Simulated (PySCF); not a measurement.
BBr2, charge +1, multiplicity 1.

```xyz
3

Br     0.0000     0.0000     1.7665
B      0.0000     0.0000     0.0000
Br     0.0000     0.0000    -1.7665
```
Charge +1, spin multiplicity 1.

Geometry optimised at B3LYP-D3(BJ)/def2-TZVP. The multiplicity is an assumed one; other spin states were not compared. The isomer is the one that the SMILES or the coordinates give; other isomers of the formula were not compared.

Method: PBE/pcSseg-2 (PySCF). Non-relativistic, no solvent.

Computed absolute GIAO shielding of each atom: isotropic value and principal components (ppm):
```
atom  σ(iso)     σ11     σ22     σ33    span
----  ------  ------  ------  ------  ------
Br1   2096.0  1580.5  1580.5  3126.9  1546.4
B2      38.2   -57.8   -57.8   230.4   288.2
Br3   2096.0  1580.5  1580.5  3126.9  1546.4
```
